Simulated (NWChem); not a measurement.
# Spin states of germanium monoxide (GeO)

```xyz
2

Ge     0.0000     0.0000     0.3297
O      0.0000     0.0000    -1.3189
```
Charge 0, spin multiplicity 1.

All runs are NWChem calculations. Structure: optimised with PBE/def2-SVP, a minimum by its harmonic frequencies.

Basis set: def2-TZVP. The gap is E(triplet) − E(singlet) at the geometry of the singlet, so a negative value puts the higher spin lower. Open shells are unrestricted, and the singlet is the closed-shell solution. The triplet is the single determinant that the SCF runs reached, with unpaired electrons in orbitals of symmetry a1 and b1 (C2v labels); it need not be the lowest triplet, which in molecules with degenerate π orbitals can need several determinants.

The Hamiltonian is non-relativistic. B3LYP has NWChem's definition, with VWN1-RPA local correlation. No SCF solution was tested for a lower state. Open-shell Hartree-Fock references start from PBE0 orbitals.

Problem. For the vertical singlet-triplet gap, B3LYP gives 87.9 kcal/mol and BHandHLYP gives 82.5 kcal/mol. What do PBE, HF, TPSS give?

Solution. PBE: 88.2 kcal/mol; HF: 62.8 kcal/mol; TPSS: 85.6 kcal/mol.
